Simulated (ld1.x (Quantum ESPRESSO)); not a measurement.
## Ru (Z = 44), TM: configuration errors across variants

| Item | Value |
| --- | --- |
| Element | ruthenium |
| Generator | ld1.x (Quantum ESPRESSO) 7.5 |
| Type | norm-conserving Troullier–Martins (Kleinman–Bylander form) |
| Functional | PBEsol |
| Relativity | fully relativistic |
| Frozen core | [Ar] 3d10 |
| Valence charge | 16 |
| Reference configuration | 4s2 4p6 4d7 5s0 5p0 (charge +1) |
| Partial waves | 4s (bound): rc 1.35 bohr; 4p (bound): rc 1.85 bohr; 4f channel at 0.1 Ry: rc 1.80 bohr; 4d (bound): rc 1.50 bohr |
| Local potential | the d channel |
| Core correction | none |

Open shells are filled in proportion to 2j + 1 (rel_dist='average').

All-electron excitation energies from the reference (eV): (1) 4s2 4p6 4d7 5s1 5p0 -7.300; (2) 4s2 4p6 4d6 5s0 5p0 18.184; (3) 4s2 4p6 4d5 5s0 5p0 48.790; (4) 4s2 4p6 4d8 5s0 5p0 -7.632; (5) 4s2 4p6 4d6 5s1 5p1 -1.625; (6) 4s2 4p6 4d6 5s2 5p0 -5.625; (7) 4s2 4p6 4d6 5s1 5p0 2.830.

Errors AE − PS in meV (a dash: test not solved or not reliable):

| change | (1) | (2) | (3) | (4) | (5) | (6) | (7) | bound ghosts |
| --- | --- | --- | --- | --- | --- | --- | --- | --- |
| base | +91 | +2.1 | +10 | -2.2 | +168 | +231 | +150 | none |
| wave 4d (bound): rc 1.50 bohr becomes 4d (bound): rc 1.04 bohr | +113 | +5.0 | +20 | -2.9 | +210 | +289 | +187 | none |
| wave 4d (bound): rc 1.50 bohr becomes 4d (bound): rc 1.56 bohr | +90 | +2.0 | +10.0 | -2.2 | +167 | +230 | +150 | none |
| wave 4d (bound): rc 1.50 bohr becomes 4d (bound): rc 1.74 bohr | +86 | +0.9 | +6.0 | -2.7 | +156 | +222 | +145 | none |
| wave 4d (bound): rc 1.50 bohr becomes 4d (bound): rc 1.96 bohr | +82 | -1.1 | -0.4 | -4.0 | +145 | +221 | +147 | none |
| wave 4d (bound): rc 1.50 bohr becomes 4d (bound): rc 2.26 bohr | +104 | -7.3 | -13 | -9.2 | +164 | +315 | +218 | none |

Q: Give the same row for: wave 4d (bound): rc 1.50 bohr becomes 4d (bound): rc 1.22 bohr.

A: +96, +3.1, +14, -2.3, +180, +245, +159; bound ghosts: none.
